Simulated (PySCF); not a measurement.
System (SMILES): F[C]F (closed-shell singlet).
Geometry (B3LYP-D3(BJ)/def2-TZVP, fixed):
```xyz
3

F     -1.0201    -0.2528     0.0305
C     -0.0313     0.5961     0.0011
F      1.0410    -0.1446    -0.0312
```

Basis-set convergence of the lowest singlet excitation energy at CAM-B3LYP with PySCF. Tamm-Dancoff approximation; the state is taken by its order, and sets in which it differs in degeneracy or brightness are left out, yet its character can still change. All functions are spherical. Density fitting with generated auxiliary sets. No added dispersion term, no relativity. Reference: the value in d-aug-cc-pVTZ, 5.094 eV, itself unsure by roughly 0.006 eV (its mean distance from aug-cc-pVQZ, aug-pcseg-2, aug-cc-pVTZ). Deviations are taken from unrounded values. Cost is core time over that of def2-SVPD, rough, on shared machines of one kind; a dash marks a row that isn't timed (too short, read off another run, short of memory, by another algorithm or on other hardware).

```tsv
basis	functions	cost
def2-SVP	42	-
def2-SVPD	66	1×
def2-TZVPP	93	2×
d-aug-cc-pVDZ	96	2×
def2-TZVPPD	117	6×
def2-QZVPP	171	8×
d-aug-cc-pVTZ	186	-
def2-QZVPPD	195	-
```

Question: Which is the smallest set listed that can be trusted to 0.05 eV here, that is, within that of the reference together with its larger relatives (same family, alike in diffuse functions; a set with none to test it counts only in the reference's own line)?

Answer: The smallest set listed that lies within 0.05 eV of the reference with all its larger relatives (same family, alike in diffuse functions; a set with none counts only in the reference's own line) is def2-TZVPP (93 functions, 2× in cost, 0.016 eV off). Value minus reference: def2-SVP -0.073, def2-SVPD -0.076, def2-TZVPP 0.016, d-aug-cc-pVDZ -0.018, def2-TZVPPD 0.003, def2-QZVPP -0.001, d-aug-cc-pVTZ 0.000, def2-QZVPPD -0.001 eV.
